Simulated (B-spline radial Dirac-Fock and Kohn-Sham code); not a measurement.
Photoemission from Ti at 1020 eV, detector at θ = 45°, φ = 0°

System: neutral titanium, configuration [Ar] 3d2 4s2. Level of theory: Dirac-Hartree-Slater photoionisation with a Latter tail; cross sections with all multipoles, angular parameters from the dipole term and its interference with E2; a radial atomic solver. Thresholds are tabulated edges, those marked * orbital energies of the model. For linearly polarised light dσ/dΩ = σ/(4π) [1 + β P₂(cos θ) + (δ + γ cos²θ) sin θ cos φ], with θ from the polarisation vector and φ the angle between the beam and the projection of the electron momentum on the plane normal to the polarisation. The dipole factor is 1 + βP₂ and the non-dipole term is the rest of the bracket. Open shells are filled statistically over j.

```tsv
subshell	threshold (eV)	σ (kb)	β	γ	δ	dipole factor	non-dipole term	dσ/dΩ (kb/sr)
2s	560.9	87.6	2.00	-0.04	0.000	1.500	-0.015	10.4
2p1/2	460.2	102	1.46	0.24	0.023	1.366	+0.100	11.9
2p3/2	453.8	198	1.47	0.24	0.023	1.368	+0.102	23.2
3s	67.83*	13.6	2.00	-0.01	0.000	1.500	-0.002	1.62
3p1/2	44.32*	10.2	1.48	0.34	0.018	1.370	+0.133	1.21
3p3/2	43.61*	19.8	1.49	0.34	0.018	1.373	+0.134	2.38
3d3/2	7.66*	0.301	0.88	0.47	0.091	1.220	+0.231	0.0348
3d5/2	7.60*	0.445	0.87	0.47	0.092	1.217	+0.231	0.0513
4s	6.03*	0.957	2.00	0.01	0.000	1.500	+0.002	0.114
```

Values without a named source are computed, but for edge energies of neutral atoms, which are taken from tables.
